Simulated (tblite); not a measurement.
Species: C2H11AsO2Si3.
SMILES with atom numbers: `[CH2:1]=[CH:2][Si@@H:3]([AsH2:4])[O:5][SiH2:6][O:7][SiH3:8]` (hydrogens: H9, H10 on C1; H11 on C2; H12 on Si3; H13, H14 on As4; H15, H16 on Si6; H17, H18, H19 on Si8)

Cartesian coordinates in Å at the GFN2-xTB level; atoms count from 1:
```xyz
19
C2H11AsO2Si3 angstrom
C     -2.339    1.620   -0.261
C     -2.518    0.320   -0.434
Si    -1.488   -1.025    0.408
As    -0.006   -2.070   -1.045
O     -0.634   -0.331    1.630
Si     0.816    0.320    1.855
O      1.696   -0.021    0.530
Si     3.130    0.174   -0.207
H     -1.602    1.987    0.436
H     -2.913    2.369   -0.786
H     -3.267   -0.014   -1.144
H     -2.371   -1.920    1.175
H      0.061   -0.878   -1.956
H     -1.142   -2.604   -1.897
H      1.414   -0.353    2.998
H      0.672    1.767    1.943
H      2.795    0.524   -1.588
H      3.857    1.251    0.469
H      3.830   -1.104   -0.086
```

Level: GFN2-xTB in tblite, geometry and Hessian alike; calculated harmonic values, unscaled, isolated species. Against measured fundamentals such values can be off by several per cent, at times by over 20. Modes of hydrogen on arsenic and silicon can be 10 to 20 % off. One conformer, not necessarily the lowest. The optimisation stopped once no atom felt more than 0.01 eV/Å.

Lowest wavenumbers of the output (negative numbers stand for imaginary wavenumbers):
```
mode    cm-1
  1     -42.7
  2       9.5
  3      48.5
  4      59.2
  5      64.2
  6      81.4
  7      86.3
  8     115.5
  9     144.3
 10     163.9
```

Problem. Is this structure a minimum?

Solution. Not by this Hessian. 1 mode is imaginary beyond 20i (43i cm⁻¹), so at this level the point lies at or near a first-order saddle. The curvature is small, so loose convergence or finite differences may be the whole cause.

Problem. Which atoms move in the imaginary mode?

Solution. 43i: H19 (Si–H hydrogen) 36 %, H17 (Si–H hydrogen) 31 %, H18 (Si–H hydrogen) 26 %. These are shares of the mass-weighted motion.

Problem. What is the remedy?

Solution. Step along that mode in both directions, optimise again with tighter thresholds and repeat the frequencies. The zero-point energy of this point (71.6 kcal/mol) counts the 50 real modes alone, and thermal corrections from it aren't those of a minimum.
